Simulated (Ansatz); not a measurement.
Al₆As₇H₂₀²⁺, a cluster cut from zinc blende AlAs (hydrogen-capped). Charge 2, multiplicity 2. Geometry PBE-D4/def2-SVP, that of the charge +1 singlet; atoms count from 1.

```xyz
33

As   -0.025   -2.737   -2.319
As   -2.284    2.503    1.938
As   -0.986    0.975   -1.989
As   -1.543   -1.232    1.091
As    2.273   -2.399    0.712
As    1.282    1.436    1.166
As    2.721   -0.007   -2.249
Al   -3.446    0.243    1.976
Al   -1.866   -1.296   -1.345
Al    2.408   -2.453   -1.783
Al    0.075    3.266    2.492
Al    1.274    1.824   -1.265
Al    0.733   -0.836    1.987
H    -0.165   -2.861   -3.831
H    -0.358   -4.180   -1.963
H    -3.184    3.382    2.802
H    -2.649    3.156    0.606
H    -1.138    1.190   -3.489
H    -2.017    1.995   -1.524
H    -1.902   -2.654    1.514
H     2.060   -3.841    1.156
H     3.703   -2.237    1.214
H     2.763    1.614    1.494
H     2.878    0.165   -3.754
H     4.156    0.313   -1.854
H    -4.501    0.243    0.773
H    -3.684   -0.157    3.500
H    -3.268   -1.673   -1.988
H     3.424   -3.447   -2.489
H     0.352    4.637    1.722
H     0.337    2.916    4.025
H     1.652    3.242   -1.872
H     0.925   -1.089    3.544
```

Single mean-field runs in def2-TZVP are fitted with def2-universal-jkfit.

**Question.** Estimate the Mulliken populations of the heavy atoms from the PBE0/def2-TZVP orbitals of Ansatz.

**Answer.** 
```
atom  charge (e)  spin (α − β)
 As1       -0.29          0.01
 As2       -0.26          0.19
 As3       -0.29          0.00
 As4       -0.36          0.15
 As5       -0.28          0.00
 As6       -0.37          0.14
 As7       -0.29          0.01
 Al8        0.34          0.07
 Al9        0.39          0.00
Al10        0.42          0.00
Al11        0.35          0.07
Al12        0.39          0.00
Al13        0.38          0.04
```
Mulliken values depend strongly on the basis.

**Question.** Where does the spin sit?

**Answer.** Summed by element: As 0.49, Al 0.18, H 0.33, of 1 unpaired in all. Largest on single atoms: As2 0.19, As4 0.15, As6 0.14.

**Question.** And the Mayer bond orders between heavy atoms (over 0.3)?

**Answer.** As1–Al9 0.69 (2.53 Å); As1–Al10 0.72 (2.51 Å); As2–Al8 0.62 (2.54 Å); As2–Al11 0.61 (2.54 Å); As3–Al9 0.70 (2.52 Å); As3–Al12 0.71 (2.52 Å); As4–Al8 0.62 (2.57 Å); As4–Al9 0.79 (2.46 Å); As4–Al13 0.72 (2.48 Å); As5–Al10 0.73 (2.50 Å); As5–Al13 0.70 (2.54 Å); As6–Al11 0.62 (2.56 Å); As6–Al12 0.79 (2.46 Å); As6–Al13 0.74 (2.48 Å); As7–Al10 0.71 (2.51 Å); As7–Al12 0.69 (2.53 Å).
